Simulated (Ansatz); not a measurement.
A series at Ge: from `[OH][GeH2][SiH](O)O`, ligands are replaced one by one, each step taking up H₂ and setting free H₂O; n counts the steps. Ansatz, PBE0-D4/def2-TZVP geometries. Each molecule was computed in one conformer, which needn't be the lowest.

CBS adds triple-zeta CCSD(T) − MP2 to the MP2 limit, frozen cores; atoms without spin–orbit coupling. Outer-core shells of Ge are correlated without core-valence functions. Scalar relativity is left out up to krypton. Spin–orbit coupling is left out.

```tsv
n	molecule	atomization energy, CCSD(T)/CBS (kJ/mol)
0	`[OH][GeH2][SiH](O)O`	?
1	`O[SiH](O)[GeH3]`	3328.2
2	`O[SiH2][GeH3]`	2725.8
3	`[SiH3][GeH3]`	2151.3
```

By hand: fit a straight line y = ȳ + b (n − n̄) to the 3 given rows and predict n = 0.

n̄ = 2.000, ȳ = 2735.10; Σ(n − n̄)(y − ȳ) = -1176.90, Σ(n − n̄)² = 2.000, so b = -588.45 kJ/mol a step. Prediction: 2735.10 + (-588.45) × (-2.000) = 3912.0 kJ/mol.

By hand: compare with the computed value, 3850.8 kJ/mol, and give the steps along the whole series.

The line misses by -61.2 kJ/mol (computed minus predicted). Steps: -522.6, -602.4, -574.5 kJ/mol.

The steps differ by up to 79.8 kJ/mol, small against a whole step but well beyond the method's doubt, so the ligands' effects don't simply add. The miss is 3.6 % of the series' range. The energies themselves are unsure by some kJ/mol a bond, though much of that is common to the series.
